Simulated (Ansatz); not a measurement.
Compare A (`CB(N)O`) with its isomer B (`CNBO`).

Calculated with Ansatz (gas phase, PBE0-D4/def2-TZVP geometries, no zero-point term in ΔE). CCSD(T)/CBS is the MP2 limit (def2-TZVPP, def2-QZVPP) plus CCSD(T) − MP2 in def2-TZVPP, frozen cores. This one scheme is used for every species. DFT in def2-TZVPP. Each species was taken in one conformer, which may not be the lowest.

A:

```xyz
10

C    -0.809    0.782   -0.426
B     0.119   -0.339    0.185
N     1.520   -0.255    0.136
O    -0.406   -1.457    0.797
H    -1.461    1.211    0.343
H    -0.254    1.606   -0.879
H    -1.467    0.368   -1.197
H     2.113   -0.968    0.524
H     2.009    0.512   -0.285
H    -1.363   -1.461    0.801
```

B:

Z-matrix (Å, degrees):
```
C
N 1 1.440
H 1 1.095 2 112.0
H 1 1.091 2 109.1 3 119.3
H 1 1.095 2 112.0 3 -121.5
B 2 1.395 1 126.3 3 -119.4
H 2 1.009 1 115.2 3 60.6
O 6 1.374 2 118.7 1 -180.0
H 6 1.203 2 119.7 1 0.0
H 8 0.957 6 112.4 2 -180.0
```

Question: Which isomer does CCSD(T)/CBS put lower? Give the gap. (An estimate is asked.)

Answer: Ansatz gave: A, by 18.7 kcal/mol.

Question: Give E(B) − E(A) in kcal/mol with CCSD(T)/def2-TZVPP, MP2/def2-TZVPP, r2SCAN-D4, CCSD/def2-TZVPP, B2PLYP, PBE0-D4, ωB97M-V. (An estimate is asked.)

Answer: The calculation gave: CCSD(T)/def2-TZVPP 18.3, MP2/def2-TZVPP 18.9, r2SCAN-D4 19.2, CCSD/def2-TZVPP 18.3, B2PLYP 17.9, PBE0-D4 18.4, ωB97M-V 18.7. None reverses the order clearly.

Question: Does the order hold for the free energy at 298.15 K (harmonic terms from PBE0-D4)? (An estimate is asked.)

Answer: Ansatz gave: Yes: G(B) − G(A) = +19.2 kcal/mol, for one conformer each.

Largest T1 diagnostic: 0.012.

From BLYP to BHLYP (50 % exact exchange), in def2-TZVPP and without D4, E(B) − E(A) moves by +0.9 kcal/mol. Leaving LDA and LC-ωPBE aside and taking each functional with its dispersion term where it has one, the values, not all of them listed here, spread over 2.7 kcal/mol, from BLYP-D4 to B97M-V.
